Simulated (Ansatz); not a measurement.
A run for Ansatz (an electronic-structure program): U-B3LYP-D3(BJ)/def2-TZVP on FeO2 (SMILES [O]=[Fe]=[O]), 2S+1 = 3, a spin state set in the input, which need not be the lowest.

Ansatz 0.2 input:
```yaml
crystal:
  periodic: [false, false, false]
  atoms:
    - {symbol: Fe, position_ang: [0.04594921, -0.02805018, 0.03643449]}
    - {symbol: O, position_ang: [1.18837633, 0.23011317, -1.06406586]}
    - {symbol: O, position_ang: [-1.26749426, -0.15479139, 0.95741174]}
basis:
  gaussian:
    orbitals: def2-TZVP
hamiltonian:
  xc: b3lyp
  dispersion: d3bj
magnetization: {spin_polarized: true, initial_magnetization: 2}
relax: {f_tol: 0.005, max_steps: 120}
```

Q: What total energy does the run end on?

A: -1414.1882 hartree. Its determinant has ⟨S²⟩ = 2.12, a mixture of spin states.

Q: How many basis functions does it have, and what does it roughly cost on one machine?

A: 107 functions; very roughly 2.1 core-minutes.
